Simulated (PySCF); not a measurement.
As⁺: excitation energy

As⁺ [Ar] 3d10 4s2 4p2 (3P) → As⁺ [Ar] 3d10 4s2 4p1 5s1 (3P), as a difference of total energies. All numbers are calculated (PySCF 2.14, scalar relativity through the core potential, in aug-cc-pVQZ-PP with ECP10MDF (7s6p5d3f2g, 89 functions)). Correlated levels: valence: 3s2 3p6 3d10 frozen. The calculations carry no spin-orbit coupling.

```csv
method,excitation energy (cm⁻¹)
UHF,76990
LDA,76294
PBE,75698
PBE0,77115
r2SCAN,79614
wB97X,78408
B97-3,77158
MN15,76947
wB97M-V,76718
MP2 (valence),78025
SCS-MP2 (valence),77944
```

The promoted electron is Rydberg-like, and one or two diffuse shells describe it only roughly, which tends to raise the upper state.
